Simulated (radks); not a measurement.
Values are calculated unless marked as measured or tabulated.
All-electron atom: Ni9+ in [Ar] 3d1 (the NIST ground configuration).

Code: a radial shooting solver on a logarithmic mesh with Libxc functionals. Model: Dirac Kohn-Sham, BLYP, spin-unpolarised, spherical densities, point nucleus; open shells fill j = l - 1/2 first.

Energy parts (eV):
| part | energy |
|---|---|
| total | -40596.097 |
| kinetic | 41281.242 |
| electron-nucleus | -93153.962 |
| Hartree | 12815.607 |
| exchange-correlation | -1538.983 |

Orbitals (lengths in bohr, moments of r in powers of bohr):
| orbital | occ. | eigenvalue (eV) | <1/r> | <r^4> | <r> |
|---|---|---|---|---|---|
| 1s1/2 | 2 | -8439.018 | 28.09 | 0.00003987 | 0.05410 |
| 2s1/2 | 2 | -1213.565 | 6.106 | 0.008606 | 0.2443 |
| 2p1/2 | 2 | -1088.255 | 6.054 | 0.006246 | 0.2127 |
| 2p3/2 | 4 | -1070.760 | 5.929 | 0.006561 | 0.2159 |
| 3s1/2 | 2 | -313.3947 | 2.107 | 0.4249 | 0.6801 |
| 3p1/2 | 2 | -273.9493 | 2.020 | 0.4647 | 0.6829 |
| 3p3/2 | 4 | -271.0786 | 1.993 | 0.4816 | 0.6894 |
| 3d3/2 | 1 | -207.4627 | 1.820 | 0.5143 | 0.6694 |
| 3d5/2 | 0 | -207.0035 | 1.814 | 0.5191 | 0.6712 |

The highest occupied level is 3d3/2 at -207.46 eV. The density falls to 0.001 e/bohr^3 at r = 1.85 bohr.
